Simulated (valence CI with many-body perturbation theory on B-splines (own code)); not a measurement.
Sensitivity of CI+MBPT for Ag15+

Calculated by relativistic CI+MBPT: four valence electrons over a frozen Dirac-Fock core [Ar] 3d10, a basis of 6 s, 6 p, 5 d, 3 f, 1 g functions for each j, with the one-electron correlation potential Σ1 (screened to all orders), the two-electron term Σ2, the three-electron term Σ3, Breit, model QED; selected single and double excitations, second order for the rest, scaled by the run's own slope (own B-spline code, finite nucleus).

No measured spectrum was set against this ion. As an estimate, levels hold to about 250 cm⁻¹ or 0.2 % of their energy and the worst to 1 %, as in measured heavy ions of charge 2 to 7; those with d or f electrons hold less well.

The reference run has the lowest level 4s²4p² ³P_0 and an ionisation energy of 381.545 eV. Its largest variational space holds 10002 state functions.

Names give the largest LS component (configuration and term), which can be under half, so a name can repeat, a term be missing and a line seem to break the LS rules; names also repeat where a configuration has a term twice.

Reference levels: 4s²4p² ³P_1 43303, 4s²4p² ³P_2 57441, 4s²4p² ¹D_2 112645, 4s²4p² ¹S_0 150401, 4s4p³ ⁵S°_2 309777, 4s4p³ ³D°_1 369788, 4s4p³ ³D°_2 376944, 4s4p³ ³D°_3 393765, 4s4p³ ³P°_0 426117, 4s4p³ ³P°_1 432688, 4s4p³ ³P°_2 438518, 4s4p³ ³S°_1 483965 cm⁻¹.

Question: Rank these changes by the mean size of the shift of these levels, smallest first.
A. hole-hole ladder in Σ2 on → off
B. scale of Σ2 1 → 0
C. orbitals per symmetry with explicit Σ2 and valence Breit (the others get mean screening factors) 5 → 4; core polarisation of operators on → off

Answer: C (4.5 cm⁻¹), A (29 cm⁻¹), B (1500 cm⁻¹).
